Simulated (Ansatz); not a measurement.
Harmonic frequencies (cm⁻¹) at PBE0-D4/def2-TZVP from Ansatz: 90, 114, 127, 309, 395, 492, 513, 565, 615, 794, 845, 864, 936, 942, 1232, 1455, 1458, 1945, 2206, 2220, 2225, 3072, 3167, 3180.

Which molecule is it?
A. `[CH3][SbH][SiH3]`
B. `C[CH2][SbH2]`
C. `[SiH3][CH2][SbH2]`
D. `[SiH3][SbH][SiH3]`

A.
